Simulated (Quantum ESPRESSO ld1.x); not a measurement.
ld1.x (Quantum ESPRESSO 7.5) input

```
 &input
    zed=61.0,
    iswitch=1,
    rel=2,
    dft='RXC-VWN',
    config='[Kr] 4d10 4f5 5p6 6s2 7s2',
    rel_dist='energy',
    verbosity='high',
    lsmall=.true.,
    prefix='ld1',
    max_out_wfc=37,
    file_charge='ld1.rho',
 /
```

Standard output:

```
     Program LD1 v.7.5 starts

 classical turning point too close to mesh           7           0          -1
     --------------------------- All-electron run ----------------------------

     dirac relativistic calculation

     atomic number is 61.00
     dft =RXC-VWN   lsd =0 sic =0 latt =0  beta=0.20 tr2=1.0E-14
     Exchange-correlation= RXC-VWN
                           (   3   2   0   0   0   0   0)
     mesh =2091 r(mesh) = 100.39638 a.u. xmin = -8.00 dx = 0.00800
     1 Ry =  13.60569312 eV, c = 137.03599908

     n l j   nl                  e(Ry)          e(Ha)          e(eV)
     Spin orbit split results
     1 0 0.5 1S 1( 2.00)   -3286.590566009   -1643.295283005 -44716.3426620
     2 0 0.5 2S 1( 2.00)    -535.943152631    -267.971576316  -7291.8780661
     2 1 0.5 2P 1( 2.00)    -508.188699459    -254.094349729  -6914.2594934
     2 1 1.5 2P 1( 4.00)    -467.451746063    -233.725873031  -6360.0050067
     3 0 0.5 3S 1( 2.00)    -117.874937725     -58.937468862  -1603.7702296
     3 1 0.5 3P 1( 2.00)    -105.867581998     -52.933790999  -1440.4018323
     3 1 1.5 3P 1( 4.00)     -97.671012918     -48.835506459  -1328.8818288
     4 0 0.5 4S 1( 2.00)     -24.429447577     -12.214723789   -332.3795669
     4 1 0.5 4P 1( 2.00)     -19.849345827      -9.924672913   -270.0641080
     4 1 1.5 4P 1( 4.00)     -18.051580490      -9.025790245   -245.6042645
     3 2 1.5 3D 1( 4.00)     -76.639582041     -38.319791020  -1042.7346343
     3 2 2.5 3D 1( 6.00)     -74.853329711     -37.426664856  -1018.4314333
     4 2 1.5 4D 1( 4.00)     -10.479291099      -5.239645550   -142.5780188
     4 2 2.5 4D 1( 6.00)     -10.158461425      -5.079230713   -138.2129088
     4 3 2.5 4F 1( 5.00)      -1.440681729      -0.720340864    -19.6014735
     4 3 3.5 4F 1( 0.00)      -1.403153984      -0.701576992    -19.0908825
     5 1 0.5 5P 1( 2.00)      -2.944769511      -1.472384755    -40.0656303
     5 1 1.5 5P 1( 4.00)      -2.669774425      -1.334887213    -36.3241315
     6 0 0.5 6S 1( 2.00)      -0.747410619      -0.373705309    -10.1690395
     7 0 0.5 7S 1( 2.00)      -0.152014199      -0.076007100     -2.0682585
     Averaged results
     1 0     1S 1( 2.00)   -3286.590566009   -1643.295283005 -44716.3426620
     2 0     2S 1( 2.00)    -535.943152631    -267.971576316  -7291.8780661
     2 1     2P 1( 6.00)    -481.030730528    -240.515365264  -6544.7565023
     3 0     3S 1( 2.00)    -117.874937725     -58.937468862  -1603.7702296
     3 1     3P 1( 6.00)    -100.403202612     -50.201601306  -1366.0551633
     4 0     4S 1( 2.00)     -24.429447577     -12.214723789   -332.3795669
     4 1     4P 1( 6.00)     -18.650835602      -9.325417801   -253.7575457
     3 2     3D 1(10.00)     -75.567830643     -37.783915322  -1028.1527137
     4 2     4D 1(10.00)     -10.286793295      -5.143396648   -139.9589528
     4 3     4F 1( 5.00)      -1.419237303      -0.709618652    -19.3097072
     5 1     5P 1( 6.00)      -2.761439454      -1.380719727    -37.5712978
     6 0     6S 1( 2.00)      -0.747410619      -0.373705309    -10.1690395
     7 0     7S 1( 2.00)      -0.152014199      -0.076007100     -2.0682585

     final scf error:  3.6E-15 reached in  26 iterations

     Etot =  -20000.709558 Ry,  -10000.354779 Ha, -272123.516488 eV

     Ekin =   21558.939275 Ry,   10779.469637 Ha,  293324.311827 eV
     Encl =  -48852.436422 Ry,  -24426.218211 Ha, -664671.258274 eV
     Eh   =    7703.436643 Ry,    3851.718322 Ha,  104810.594963 eV
     Exc  =    -410.649054 Ry,    -205.324527 Ha,   -5587.165004 eV

     normalization and overlap integrals

     s(1S/1S) =  1.000000  <r> =   0.0233  <r2> =    0.0007  r(max) =   0.0149
     LC norm =  0.94905393 + SC norm =  0.05094607 =  1.00000000
     s(1S/2S) = -0.000000
     s(1S/3S) = -0.000000
     s(1S/4S) =  0.000000
     s(1S/6S) =  0.000000
     s(1S/7S) =  0.000000
     s(2S/2S) =  1.000000  <r> =   0.0988  <r2> =    0.0116  r(max) =   0.0838
     LC norm =  0.98882385 + SC norm =  0.01117615 =  1.00000000
     s(2S/3S) =  0.000000
     s(2S/4S) =  0.000000
     s(2S/6S) =  0.000000
     s(2S/7S) =  0.000000
     s(2P/2P) =  1.000000  <r> =   0.0827  <r2> =    0.0084  r(max) =   0.0644
     LC norm =  0.98877148 + SC norm =  0.01122852 =  1.00000000
     s(2P/3P) =  0.000000
     s(2P/4P) =  0.000000
     s(2P/5P) =  0.000000
     s(2P/2P) =  1.000000  <r> =   0.0892  <r2> =    0.0097  r(max) =   0.0692
     LC norm =  0.98951007 + SC norm =  0.01048993 =  1.00000000
     s(2P/3P) =  0.000000
     s(2P/4P) =  0.000000
     s(2P/5P) =  0.000000
     s(3S/3S) =  1.000000  <r> =   0.2610  <r2> =    0.0780  r(max) =   0.2391
     LC norm =  0.99651563 + SC norm =  0.00348437 =  1.00000000
     s(3S/4S) =  0.000000
     s(3S/6S) =  0.000000
     s(3S/7S) =  0.000000
     s(3P/3P) =  1.000000  <r> =   0.2504  <r2> =    0.0729  r(max) =   0.2261
     LC norm =  0.99656890 + SC norm =  0.00343110 =  1.00000000
     s(3P/4P) =  0.000000
     s(3P/5P) =  0.000000
     s(3P/3P) =  1.000000  <r> =   0.2630  <r2> =    0.0802  r(max) =   0.2372
     LC norm =  0.99677590 + SC norm =  0.00322410 =  1.00000000
     s(3P/4P) =  0.000000
     s(3P/5P) =  0.000000
     s(4S/4S) =  1.000000  <r> =   0.5946  <r2> =    0.3993  r(max) =   0.5538
     LC norm =  0.99890511 + SC norm =  0.00109489 =  1.00000000
     s(4S/6S) =  0.000000
     s(4S/7S) =  0.000000
     s(4P/4P) =  1.000000  <r> =   0.6094  <r2> =    0.4229  r(max) =   0.5583
     LC norm =  0.99897555 + SC norm =  0.00102445 =  1.00000000
     s(4P/5P) =  0.000000
     s(4P/4P) =  1.000000  <r> =   0.6382  <r2> =    0.4635  r(max) =   0.5857
     LC norm =  0.99904827 + SC norm =  0.00095173 =  1.00000000
     s(4P/5P) =  0.000000
     s(3D/3D) =  1.000000  <r> =   0.2342  <r2> =    0.0646  r(max) =   0.1896
     LC norm =  0.99688950 + SC norm =  0.00311050 =  1.00000000
     s(3D/4D) =  0.000000
     s(3D/3D) =  1.000000  <r> =   0.2381  <r2> =    0.0667  r(max) =   0.1927
     LC norm =  0.99694944 + SC norm =  0.00305056 =  1.00000000
     s(3D/4D) = -0.000000
     s(4D/4D) =  1.000000  <r> =   0.6832  <r2> =    0.5418  r(max) =   0.6000
     LC norm =  0.99920330 + SC norm =  0.00079670 =  1.00000000
     s(4D/4D) =  1.000000  <r> =   0.6934  <r2> =    0.5580  r(max) =   0.6048
     LC norm =  0.99922264 + SC norm =  0.00077736 =  1.00000000
     s(4F/4F) =  1.000000  <r> =   0.9490  <r2> =    1.1585  r(max) =   0.6295
     LC norm =  0.99956593 + SC norm =  0.00043407 =  1.00000000
     s(4F/4F) =  1.000000  <r> =   0.9592  <r2> =    1.1845  r(max) =   0.6345
     LC norm =  0.99957283 + SC norm =  0.00042717 =  1.00000000
     s(5P/5P) =  1.000000  <r> =   1.5540  <r2> =    2.7248  r(max) =   1.3787
     LC norm =  0.99979685 + SC norm =  0.00020315 =  1.00000000
     s(5P/5P) =  1.000000  <r> =   1.6319  <r2> =    3.0045  r(max) =   1.4465
     LC norm =  0.99981405 + SC norm =  0.00018595 =  1.00000000
     s(6S/6S) =  1.000000  <r> =   3.3725  <r2> =   12.7371  r(max) =   3.0683
     LC norm =  0.99994927 + SC norm =  0.00005073 =  1.00000000
     s(6S/7S) =  0.000000
     s(7S/7S) =  1.000000  <r> =   7.8922  <r2> =   69.0464  r(max) =   7.3384
     LC norm =  0.99998955 + SC norm =  0.00001045 =  1.00000000

     LC charge = 60.73452672 + SC charge =  0.26547328 = 61.00000000

     ------------------------ End of All-electron run ------------------------
```

Run on one thread of a shared host, so times are rough (Intel(R) Xeon(R) Processor @ 2.60GHz): 0.7 s of CPU time, 0.74 s wall, 26 iterations on 2091 mesh points.
